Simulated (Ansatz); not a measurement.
Potential energy curve for Zr(Cl)3(OH), HCl3OZr, SMILES [OH][Zr]([Cl])([Cl])[Cl]. The Zr1–Cl6 bond (Zr1 also carries Cl, Cl, O; Cl6 carries nothing else) is pulled apart rigidly from the PBE0/def2-TZVP, def2 effective core potentials past Kr optimised geometry.

Level of theory: unrestricted PBE0/def2-TZVP, def2 effective core potentials past Kr (Ansatz, an electronic-structure program).

Q: Relative to R = 2.34 Å, what are the energies at R = 1.91, 3.39, 3.84, 6.83 Å?

A: 253.7 kJ/mol at 1.91 Å, 244.5 kJ/mol at 3.39 Å, 338.1 kJ/mol at 3.84 Å, 484.6 kJ/mol at 6.83 Å.

The unrestricted determinant behind UKS-PBE0 is spin-contaminated at 4.36 to 6.83 Å (<S²> up to 0.8, against 0.00 for a pure singlet).
